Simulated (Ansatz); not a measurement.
Ansatz (a program for electronic structure) input (RPA@PBE/cc-pV(T+d)Z):
A basis named .json is the Basis Set Exchange file of that set.

Ansatz 0.2 input:
```yaml
crystal:
  periodic: [false, false, false]
  atoms:
    - {symbol: Si, position_ang: [-0.01883799, 0.39860020, 0.35036650]}
    - {symbol: O, position_ang: [-1.25389781, -0.58343331, -0.10569582]}
    - {symbol: C, position_ang: [-2.63263587, -0.28288189, 0.04123903]}
    - {symbol: O, position_ang: [1.32249704, -0.33769656, -0.24658020]}
    - {symbol: C, position_ang: [2.62741017, 0.21908627, -0.24779002]}
    - {symbol: H, position_ang: [-0.18350331, 1.75213296, -0.29594732]}
    - {symbol: H, position_ang: [-3.19774343, -1.04197047, -0.49855009]}
    - {symbol: H, position_ang: [-2.93194876, -0.30340184, 1.09261735]}
    - {symbol: H, position_ang: [-2.87614556, 0.69894747, -0.37681053]}
    - {symbol: H, position_ang: [3.26614344, -0.43207332, -0.84356211]}
    - {symbol: H, position_ang: [2.63593842, 1.21982847, -0.69100438]}
    - {symbol: H, position_ang: [3.03355164, 0.27794648, 0.76564002]}
basis:
  gaussian:
    orbitals: cc-pV_T+d_Z.json
hamiltonian:
  xc: pbe
magnetization: {spin_polarized: true, initial_magnetization: 1}
correlation: {method: rpa, electrons: outside_noble_gas}
```

Output:

```
Functional definition: PBE
integrals: 0.51 GiB planned
1481 factors; integrals over basis functions are off by at most 1.1e-3 eV
0.31 GiB of the device are held for the grids
1.35 GiB of device memory are held for the factors and their scratch space
mean field: 1.48 GiB planned
mean field evaluation 1: about -14137.7510 eV, gradient 5.9e1 eV
mean field evaluation 2: about -14137.7432 eV, gradient 5.9e1 eV
mean field evaluation 4: about -14148.9054 eV, gradient 2.4e1 eV
mean field evaluation 8: about -14151.2692 eV, gradient 5.9e-1 eV
mean field evaluation 16: about -14151.2683 eV, gradient 4.8e-4 eV
mean field evaluation 32: about -14130.6584 eV, gradient 3.9e1 eV
mean field -14151.26829534 eV, -520.0495177797 hartree, gradient 6.5e-7 eV, S^2 0.751872; 2 other end points of the search recorded, 0 dependent functions left out
9 core orbitals not correlated
reference -14110.09132272 eV, -518.5362919464 hartree; 16, 15 occupied and 232, 233 virtual orbitals, 1481 factors
Total energy: -14151.43515405 eV, -520.0556497239 hartree
```

It need not be the lowest isomer of its formula.
